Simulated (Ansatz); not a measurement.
Geometry optimisation, Ansatz, RKS PBE-D4/STO-3G.

The input (input.yaml):

```yaml
crystal:
  periodic: [false, false, false]
  atoms:
    - { symbol: O, position_ang: [-0.5944, 3.1204, 0.2916] }
    - { symbol: B, position_ang: [-0.8956, 1.7418, 0.5068] }
    - { symbol: C, position_ang: [-2.04293, 1.37483, 1.48125] }
    - { symbol: "N", position_ang: [-2.45296, 0.19147, 1.64949] }
    - { symbol: C, position_ang: [-3.47246, -0.23446, 2.55034] }
    - { symbol: S, position_ang: [-3.61198, -2.02939, 2.54119] }
    - { symbol: H, position_ang: [0.0468, 3.4199, 0.9752] }
    - { symbol: H, position_ang: [-0.32286, 0.92292, -0.04643] }
    - { symbol: H, position_ang: [-2.61455, 2.18559, 1.92227] }
    - { symbol: H, position_ang: [-3.26261, 0.11069, 3.54227] }
    - { symbol: H, position_ang: [-4.41721, 0.19824, 2.15864] }
    - { symbol: H, position_ang: [-3.97683, -2.08763, 1.15998] }
basis:
  gaussian: { orbitals: STO-3G }
hamiltonian:
  xc: pbe
  dispersion: d4
relax:
  f_tol: 0.015
  max_steps: 40
```

Command:

```bash
$ ansatz run input.yaml --threads 1 --pin off --max-ram 2048MiB --backend cpu --events-out ev --progress --plain --runs-dir out
```

Question: Where does it end, and by what steps?

Answer: The run converged. Limits of this set-up: minimal basis. After 22 steps the energy has fallen by 2.205 eV; H9 moved furthest, 0.85 Å.

| step | energy less start (eV) | largest force component (eV/Å) | accepted |
| --- | --- | --- | --- |
| 0 | 0.0000 | 4.633 | yes |
| 1 | -0.7402 | 2.270 | yes |
| 2 | -1.2271 | 1.871 | yes |
| 3 | -1.6002 | 3.475 | yes |
| 4 | -1.9680 | 0.917 | yes |
| 5 | -1.9927 | 0.816 | yes |
| 6 | -2.0872 | 0.314 | yes |
| 7 | -2.0829 | 0.717 | no |
| 8 | -2.1073 | 0.157 | yes |
| 9 | -2.1233 | 0.192 | yes |
| 10 | -2.1408 | 0.542 | yes |
| 11 | -2.1427 | 1.169 | yes |
| 12 | -2.1356 | 1.322 | no |
| 13 | -2.1813 | 0.167 | yes |
| 14 | -2.1903 | 0.141 | yes |
| 15 | -2.1954 | 0.289 | yes |
| 16 | -2.1986 | 0.221 | yes |
| 17 | -2.2019 | 0.141 | yes |
| 18 | -2.2037 | 0.122 | yes |
| 19 | -2.2047 | 0.105 | yes |
| 20 | -2.2051 | 0.045 | yes |
| 21 | -2.2053 | 0.018 | yes |
| 22 | -2.2053 | 0.010 | yes |

```xyz
12
Properties=species:S:1:pos:R:3
O -0.043 2.838 0.610
B -0.885 1.784 0.368
C -1.946 1.306 1.419
N -2.764 0.289 1.116
C -3.714 -0.075 2.275
S -3.262 -1.725 2.929
H -0.248 3.204 1.553
H -0.766 1.261 -0.682
H -2.018 1.824 2.415
H -3.669 0.650 3.121
H -4.747 -0.075 1.856
H -3.557 -2.367 1.754
```

Whether the end is a true minimum wasn't checked by a vibrational analysis.

Run time: 39 s on 1 thread of Intel(R) Xeon(R) 6975P-C (Granite Rapids), with other jobs on the host, peak memory 0.2 GiB.
